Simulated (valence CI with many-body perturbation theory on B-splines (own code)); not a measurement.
The numbers below are computed, except where a source is named.
# Sensitivity of CI+MBPT for Se XII

Level of theory: relativistic CI+MBPT: five valence electrons over a frozen Dirac-Fock core [Ar], radial functions for each j: 6 s, 6 p, 5 d, 5 f, 1 g, with the one-electron correlation potential Σ1, the two-electron term Σ2, the three-electron term Σ3, Breit, model QED; selected CI, second order for the rest, scaled by the run's own slope (own B-spline code, finite nucleus).

No measured levels were compared; by estimate terms of the open shell hold to 2 to 4 % of their energy, and close levels can change places. Among the levels kept, up to 370 cm⁻¹ of a level comes from second order outside the variational space, and about a tenth of that is noise between levels of different J, which matters for small intervals. Only levels of the ground parity were solved; by the run's estimate the other parity begins above the list, which can be wrong where configurations are misplaced.

The reference run has the lowest level 3d⁵ ⁶S_5/2 and an ionisation energy of 342.005 eV. Its largest variational space holds 9984 state functions.

Names give the largest LS component (configuration and term), which can be under half, so a name can repeat, a term be missing and a line seem to break the LS rules; names also repeat where a configuration has a term twice.

Changed runs:
A. size limit of the variational space 10000 → 1500
B. screening of Σ1 on → off
C. shift of the energy in Σ1 (hartree) 0 → -4.267
D. scale of Σ1 1 → 0 (bad on purpose)

Excitation energies of the reference run in cm⁻¹, and shifts in cm⁻¹:

| Level | Reference | A | B | C | D |
| --- | --- | --- | --- | --- | --- |
| 3d⁵ ⁴G_5/2 | 66248 | -26 | +15 | -181 | -251 |
| 3d⁵ ⁴G_11/2 | 66715 | -3.5 | +23 | -114 | -295 |
| 3d⁵ ⁴G_7/2 | 66929 | -12 | +19 | -130 | -291 |
| 3d⁵ ⁴G_9/2 | 67214 | +6.6 | +22 | -102 | -312 |
| 3d⁵ ⁴P_5/2 | 72028 | +0.8 | +7.9 | -276 | -209 |
| 3d⁵ ⁴P_3/2 | 73560 | +50 | +16 | -230 | -252 |
| 3d⁵ ⁴P_1/2 | 75275 | +172 | +101 | -169 | -311 |
| 3d⁵ ⁴D_7/2 | 80874 | +6.9 | +23 | -147 | -349 |
| 3d⁵ ⁴D_1/2 | 83186 | +161 | +128 | -61 | -432 |
| 3d⁵ ⁴D_5/2 | 84157 | -5.2 | +32 | -52 | -452 |
| 3d⁵ ⁴D_3/2 | 84407 | +38 | +37 | -27 | -470 |
| 3d⁵ ²I_11/2 | 96202 | -23 | +30 | -208 | -402 |
| Ionisation energy (eV) | 342.005 | -0.013 | +0.051 | -1.296 | -2.153 |
